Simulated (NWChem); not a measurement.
Correlation energy of ClTl

```xyz
2

Tl     0.0000     0.0000    -0.4371
Cl     0.0000     0.0000     2.0825
```
Charge 0, spin multiplicity 1.

The numbers come from NWChem runs, not from measurements. Structure: optimised with PBE0/def2-SVP with def2 effective core potentials on Tl, a minimum by its harmonic frequencies.

Basis set: def2-TZVP. Each correlation energy counts from its own Hartree-Fock reference.

Effective core potentials replace the inner electrons of Tl; spin-orbit coupling is left out. The correlated methods keep 9 core orbitals frozen. The structure started from a generated list of species. Coupled-cluster values serve here as a point of comparison, not as the truth.

Task: One of these methods gave a correlation energy of -552.9 mHa. Which?
(A) CR-CCSD(T)
(B) CCSD
(C) CCSD(T)
(D) SCS-MP2

Result: C, CCSD(T). The others give -549.1 (CR-CCSD(T)), -505.2 (SCS-MP2), -536.5 (CCSD).
